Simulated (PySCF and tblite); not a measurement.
Values are calculated unless marked as measured or tabulated.
C8H14O, numbered as in [CH3:1][O:2][C@@H:3]1[CH2:4][CH2:5][C:6]2([CH2:7][CH2:8]2)[CH2:9]1.

Conformers came from 90 starts (ETKDG, MMFF94s, GFN2-xTB); geometries are GFN2-xTB. Free energies are PBE0-D3(BJ)/pcSseg-1 single points with GFN2-xTB rigid-rotor and vibrational terms (modes under about 100 cm⁻¹ blended into free rotors). Symmetry numbers and mirror images are counted. Conformers within 3 kcal/mol (GFN2-xTB free energy) were kept, 10 at most. GIAO shieldings: PBE0/pcSseg-1. Shifts are against TMS (¹H), TMS (¹³C) at the same level; of two unlike H on one atom, a is the less shielded. Programs: PySCF with density fitting and tblite.

Torsions listed: C1–O2–C3–C4. The 5-ring runs over atoms 3–4–5–6–9.

```csv
conformer,shape,symmetry,E(GFN2) kcal/mol,E(DFT) kcal/mol
1,"5-ring between envelope and twist (ring torsions -40, 34, -15, -10, 30°); -80°",C1,0.51,0.00
2,"5-ring envelope (ring torsions -36, 38, -25, 3, 21°); -167°",C1,0.47,0.18
3,"5-ring between envelope and twist (ring torsions 33, -15, -10, 30, -39°); -172°",C1,0.03,0.60
4,"5-ring between envelope and twist (ring torsions 33, -15, -10, 30, -39°); -73°",C1,0.00,0.64
```

**Question.** How much do the weights at 298.15 K and the averaged shift of H4b depend on how the conformers are weighted?

**Answer.** 
| weighting | 1 (%) | 2 (%) | 3 (%) | 4 (%) | δ (ppm) | rms dipole (D) |
| --- | --- | --- | --- | --- | --- | --- |
| DFT energy with thermal terms, symmetry and mirror images (full scheme) | 43 | 31 | 13 | 13 | 1.82 | 1.20 |
| DFT energy with symmetry and mirror images | 41 | 30 | 15 | 14 | 1.83 | 1.20 |
| bare DFT energy | 41 | 30 | 15 | 14 | 1.83 | 1.20 |
| GFN2-xTB energy with symmetry and mirror images | 15 | 16 | 34 | 35 | 2.00 | 1.21 |
| GFN2-xTB free energy | 17 | 17 | 31 | 35 | 1.99 | 1.21 |
| leading conformer alone | 100 | 0 | 0 | 0 | 1.45 | 1.26 |
| equal weights | 25 | 25 | 25 | 25 | 1.93 | 1.20 |
| full scheme, search stopped after three starts | 0 | 0 | 50 | 50 | 2.09 | 1.21 |

The largest departure from the full scheme, 0.37 ppm, comes with: leading conformer alone.
